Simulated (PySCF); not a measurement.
C5H8NO (charge +1).
Numbering: `[CH3:1][CH2:2][n+:3]1[cH:4][cH:5][o:6][cH:7]1` (hydrogens: H8, H9, H10 on C1; H11, H12 on C2; H13 on C4; H14 on C5; H15 on C7)

Computed geometry: GFN2-xTB, gas phase.

Entries marked ? are missing. Bonds in one row agree within 0.01 Å.

```tsv
coordinate	value
C1–C2	1.526 Å
C2–N3	?
N3–C4	?
C4–C5	1.358 Å
C5–O6	?
O6–C7	1.300 Å
N3–C7	?
C1–H8, C1–H9, C1–H10	1.086 Å
C2–H11, C2–H12	1.091 Å
C4–H13	1.071 Å
C5–H14	1.073 Å
C7–H15	1.076 Å
C1–C2–N3	?
C2–N3–C4	?
C2–N3–C7	127.3°
C4–N3–C7	?
N3–C4–C5	106.1°
C4–C5–O6	108.3°
C5–O6–C7	107.7°
N3–C7–O6	110.9°
```

Problem. Estimate the withheld lengths and angles.

Solution. 
- C2–N3 = 1.448 Å, drawn single (sp3 carbon bound to nitrogen to three-coordinate ring nitrogen); 0.02 Å below the sum of covalent radii, 1.47 Å.
- N3–C4 = 1.369 Å, aromatic (three-coordinate ring nitrogen to aromatic CH next to a ring nitrogen); 0.07 Å below the sum of covalent radii, 1.44 Å.
- C5–O6 = 1.340 Å, aromatic (aromatic CH next to a ring oxygen to ring oxygen); 0.05 Å below the sum of covalent radii, 1.39 Å.
- N3–C7 = 1.320 Å, aromatic (three-coordinate ring nitrogen to aromatic CH next to a ring nitrogen); 0.12 Å below the sum of covalent radii, 1.44 Å.
- C1–C2–N3 = 110.4°, at the sp3 carbon bound to nitrogen; the outer atoms are 2.443 Å apart.
- C2–N3–C4 = 125.6°, at the three-coordinate ring nitrogen; the outer atoms are 2.506 Å apart.
- C4–N3–C7 = 107.0°, at the three-coordinate ring nitrogen, inside a 5-membered ring; the outer atoms are 2.162 Å apart.

Radii are Cordero's, carbon taken as 0.76, 0.73 or 0.69 Å for four, three, and two or fewer neighbours.

Not checked by GFN2-xTB frequencies. Torsions: C1–C2–N3–C4 -82°.

One conformer stands for the species.
